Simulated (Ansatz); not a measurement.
Saddle point of Si2AsH9, closed shell (Si₂H₆ ([SiH3][SiH3]) + AsH₃ → Si₂AsH₇ ([SiH3][SiH2][AsH2]) + H₂; bonds formed: Si1–As7, H2–H6; bonds broken: Si1–H2, H6–As7), PBE0-D4/def2-TZVP structure:

| atom | x (Å) | y (Å) | z (Å) |
| --- | --- | --- | --- |
| Si1 | -0.6936 | -0.3768 | 0.3109 |
| H2 | 1.0609 | -0.1897 | 0.5884 |
| H3 | -1.6900 | -0.8066 | -0.7136 |
| H4 | -1.0391 | -1.0289 | 1.6012 |
| Si5 | -0.8920 | 1.9560 | 0.4299 |
| H6 | 1.8402 | -0.8942 | 0.4538 |
| As7 | 1.1706 | -2.0403 | -0.6595 |
| H8 | -0.1249 | 2.4644 | 1.6002 |
| H9 | -2.3070 | 2.4072 | 0.5445 |
| H10 | -0.3105 | 2.5551 | -0.8029 |
| H11 | 1.4350 | -0.9136 | -1.6420 |
| H12 | 1.5505 | -3.1328 | -1.7109 |

Energies are electronic, without zero-point energy. Barriers and step energies count from the start structure reached by relaxing down the imaginary mode; all methods use the PBE0-D4 structures, on which another method's saddle can fall below an end. Computed with Ansatz 0.2.0 (basis: def2-TZVPP, with def2-QZVPP for the basis limit); correlated methods freeze the cores. Filled d shells of the heavier atoms are correlated. The def2 sets are not built for correlating such inner shells, so the correlated values are less sure here. B3LYP uses VWN-RPA correlation. Extrapolation: Hartree–Fock as exp(−7.88 √X), correlation as X^−2.97.

```json
{"method": "SPW92", "barrier (kJ/mol)": "171.3", "step energy (kJ/mol)": "-9.8"}
{"method": "PBE-D4", "barrier (kJ/mol)": "?", "step energy (kJ/mol)": "-17.6"}
{"method": "BLYP-D4", "barrier (kJ/mol)": "219.4", "step energy (kJ/mol)": "-11.0"}
{"method": "r2SCAN-D4", "barrier (kJ/mol)": "220.9", "step energy (kJ/mol)": "-12.8"}
{"method": "B97M-V", "barrier (kJ/mol)": "230.2", "step energy (kJ/mol)": "-2.2"}
{"method": "PBE0-D4", "barrier (kJ/mol)": "224.4", "step energy (kJ/mol)": "-14.2"}
{"method": "B3LYP-D4", "barrier (kJ/mol)": "240.9", "step energy (kJ/mol)": "-8.0"}
{"method": "r2SCAN0-D4", "barrier (kJ/mol)": "239.6", "step energy (kJ/mol)": "-11.3"}
{"method": "BHLYP-D4", "barrier (kJ/mol)": "?", "step energy (kJ/mol)": "-3.8"}
{"method": "CAM-B3LYP-D4", "barrier (kJ/mol)": "262.7", "step energy (kJ/mol)": "-0.6"}
{"method": "wB97X-V", "barrier (kJ/mol)": "266.8", "step energy (kJ/mol)": "-5.1"}
{"method": "wB97M-V", "barrier (kJ/mol)": "256.6", "step energy (kJ/mol)": "-6.7"}
{"method": "B2PLYP", "barrier (kJ/mol)": "254.9", "step energy (kJ/mol)": "-5.3"}
{"method": "PBE-QIDH", "barrier (kJ/mol)": "249.3", "step energy (kJ/mol)": "-11.6"}
{"method": "RPA on PBE", "barrier (kJ/mol)": "262.0", "step energy (kJ/mol)": "-2.3"}
{"method": "HF", "barrier (kJ/mol)": "?", "step energy (kJ/mol)": "13.9"}
{"method": "MP2", "barrier (kJ/mol)": "250.8", "step energy (kJ/mol)": "-15.3"}
{"method": "CCSD", "barrier (kJ/mol)": "276.7", "step energy (kJ/mol)": "-1.8"}
{"method": "CCSD(T)", "barrier (kJ/mol)": "259.1", "step energy (kJ/mol)": "-6.5"}
```

Problem. Fill in the withheld barriers. (An estimate is asked for; the value comes from the calculation.)

Solution. By the calculation: PBE-D4 196.5; HF 355.5; BHLYP-D4 275.3 kJ/mol. Each is the energy of the saddle less that of the start structure, by the same method.

For comparison, the barrier by CCSD(T) at an estimated basis limit (MP2 extrapolated from triple and quadruple zeta, plus CCSD(T) − MP2 in triple zeta) is 251.1 kJ/mol.

No T1 diagnostic of these runs exceeds 0.013.

Labels in which every atom is bracketed show which atoms are joined, not bond orders.

For scale, one of the runs: CCSD(T)/def2-TZVPP, 258 basis functions, launched by `ansatz run in.yaml --threads 8 --pin off --events-out ev --progress --plain --max-ram 19148MiB`. Hardware: 8 CPU threads of an Arm Neoverse V1, shared host. Wall time 96 s; peak host memory 5.4 GiB.
